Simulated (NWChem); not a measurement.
Molecule: 1,2,4-triazole (C₂H₃N₃); SMILES c1nc[nH]n1

**Question.** Give the equilibrium geometry at PBE-D3(BJ)/def2-SVP (NWChem) as a list of bonds and angles, with the point group.

**Answer.** point group Cs; any orientation.
Bonded distances (Å): C1–N2 1.367, C1–N5 1.336, C1–H6 1.098, N2–C3 1.328, C3–N4 1.361, C3–H7 1.098, N4–N5 1.350, N4–H8 1.022. Angles (°): N2–C1–N5 115.3, N2–C1–H6 123.3, N5–C1–H6 121.4, C1–N2–C3 102.7, N2–C3–N4 109.5, N2–C3–H7 127.0, N4–C3–H7 123.4, C3–N4–N5 110.7, C3–N4–H8 129.3, N5–N4–H8 119.9, C1–N5–N4 101.7.
